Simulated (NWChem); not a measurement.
Molecule: C2H5FSi; SMILES C(/F)=C/[SiH3]

Program: NWChem. Pople sets run with spherical d functions. The geometry was optimised at PBE0/def2-SVP. B3LYP is NWChem's, with the RPA form of VWN correlation. Ions are spin-unrestricted doublets at the neutral geometry; other ion states weren't tried.

| level | vertical ionisation energy, ΔSCF (eV) | −ε(HOMO) (eV) | ΔSCF minus −ε(HOMO) (eV) |
|---|---|---|---|
| B3LYP/6-31G* | 9.78 | 7.20 | 2.58 |
| PBE/6-31G* | (withheld) | (withheld) | (withheld) |
| CAM-B3LYP/6-31G* | 9.87 | 8.77 | 1.10 |
| Hartree-Fock/6-31G* | 8.90 | 10.26 | -1.36 |
| r2SCAN/6-31G* | 9.70 | 6.51 | 3.19 |

**Question.** What belongs in the gaps?

**Answer.** 
- PBE/6-31G*, vertical ionisation energy, ΔSCF (eV): 9.58
- PBE/6-31G*, −ε(HOMO) (eV): 6.20
- PBE/6-31G*, ΔSCF minus −ε(HOMO) (eV): 3.38
